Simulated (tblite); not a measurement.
Species: C₇H₁₁N (charge +1 and doublet state).
Atom-mapped SMILES: `[CH2+:1][C:2]([CH3:3])[C@@H:4]1[CH2:5][CH:6]=[N:7][CH2:8]1` (hydrogens: H9, H10 on C1; H11, H12, H13 on C3; H14 on C4; H15, H16 on C5; H17 on C6; H18, H19 on C8)

Structure used (GFN2-xTB), in Å, numbered top down from 1:
```xyz
19
C7H11N angstrom
C      1.2045    1.2398   -0.8012
C      1.0838    0.1230   -0.0412
C      2.2572   -0.4974    0.6132
C     -0.2409   -0.5030    0.2008
C     -1.1540   -0.6262   -1.0486
C     -2.4502   -0.0452   -0.5654
N     -2.3615    0.4494    0.5774
C     -1.1058    0.3942    1.1955
H      0.3536    1.7685   -1.1993
H      2.1713    1.6585   -1.0265
H      2.0517   -0.7201    1.6606
H      2.4694   -1.4591    0.1384
H      3.1424    0.1271    0.5431
H     -0.1154   -1.4813    0.6673
H     -0.7919   -0.0544   -1.9063
H     -1.2740   -1.6600   -1.3744
H     -3.3642   -0.0480   -1.1359
H     -0.7056    1.4049    1.3108
H     -1.1800   -0.0615    2.1841
```

Method: GFN2-xTB as coded in tblite; computed harmonic values from a numerical Hessian at the method's own geometry, unscaled. Against measured fundamentals such values can be off by several per cent, at times by over 20. One conformer, not necessarily the lowest. Open shells enter through the occupations alone, without spin polarisation, and single modes of such species can be off by tens of per cent.

Harmonic wavenumbers (cm⁻¹): 65.1, 66.5, 102.0, 185.3, 281.6, 343.2, 386.6, 481.3, 494.0, 516.7, 622.5, 740.3, 765.1, 817.9, 888.2, 912.1, 918.8, 933.7, 964.6, 973.7, 993.6, 1002.6, 1052.8, 1060.9, 1081.7, 1116.6, 1168.8, 1203.6, 1214.3, 1231.0, 1247.8, 1338.1, 1359.4, 1366.4, 1402.4, 1420.8, 1428.5, 1444.2, 1554.6, 1734.6, 2964.1, 2966.2, 2968.9, 2986.4, 2994.4, 3005.6, 3012.6, 3072.8, 3099.8, 3108.3, 3133.9.

A = 4213, B = 1432, C = 1349 MHz; mass 109.089 u (most abundant isotopes); point group C1, symmetry number 1; spin multiplicity 2.

Problem. Zero-point energy?

Solution. Half the sum of the wavenumbers: 35097 cm⁻¹ = 100.35 kcal/mol.

Problem. Entropy at 298.15 K, 1 bar (ideal gas, RRHO, classical rotation)?

Solution. Translation 40.00, rotation 28.07, vibration 22.62, spin (R ln 2) 1.38: S = 92.1 cal/(mol K).

Problem. And Cp and H(298.15 K) − H(0)?

Solution. Cp = 33.89 cal/(mol K), of which vibrations give 25.94 (their classical limit is 51 R = 101.3); H(298.15 K) − H(0) = 5.98 kcal/mol without the zero-point energy, 3.61 from vibrations.

Problem. Which modes carry the vibrational entropy at 298.15 K?

Solution. 65.1 cm⁻¹: 4.30; 66.5 cm⁻¹: 4.25; 102.0 cm⁻¹: 3.42; 185.3 cm⁻¹: 2.27; 281.6 cm⁻¹: 1.52; 343.2 cm⁻¹: 1.20 cal/(mol K); the other 45 give 5.66 together.

Problem. What must be added to the electronic energy to get the Gibbs energy at 298.15 K and 1 bar?

Solution. ZPE + [H(298.15 K) − H(0)] − T·S = 100.35 + 5.98 − 27.45 = 78.88 kcal/mol.

Hindered rotation and anharmonicity are outside this model. Other conformers, if any are populated, would add a mixing term that is left out. The structure is chiral; the term R ln 2 for an equal mix with its mirror image is left out.
